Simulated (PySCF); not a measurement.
H3NSn, SMILES [NH2][SnH] (connectivity only; charge and spin as stated), neutral, multiplicity 1. Atoms are numbered in the order given.

```xyz
5

Sn     0.0363    -0.3219     0.0000
H     -1.7510    -0.3949     0.0000
N     -0.0060     1.7062     0.0000
H     -0.8437     2.2684     0.0000
H      0.8238     2.2802     0.0000
```
Charge 0, spin multiplicity 1.

The structure is a stationary point at B3LYP-D3(BJ)/def2-TZVP. The def2 effective core potentials stand for the cores of Sn; spin–orbit coupling is left out.

All values below come from C-PCM-ωB97X/def2-SVP run with PySCF 2.14.0.

The values are the electrostatic part of the solvation free energy, E(continuum) − E(gas) at the gas-phase geometry, in a cavity of scaled van der Waals radii (PySCF's table); cavitation and dispersion terms are not included. A continuum can't describe solvent molecules that bind to the metal. In vacuum the orbital gap is 8.62 eV. The dipole moment in vacuum is 1.05 D.

**Question.** Estimate the values in water (ε = 78.36), ethanol (ε = 24.85), dimethylsulfoxide (ε = 46.83). (The exact figures need the calculation; the answer reports its results.)

**Answer.** 
| solvent | ε | ΔG(elec) (kcal/mol) | dipole (D) | gap (eV) |
|---|---|---|---|---|
| water | 78.36 | -2.9 | 1.40 | 8.79 |
| ethanol | 24.85 | -2.8 | 1.39 | 8.78 |
| dimethylsulfoxide | 46.83 | -2.8 | 1.40 | 8.78 |
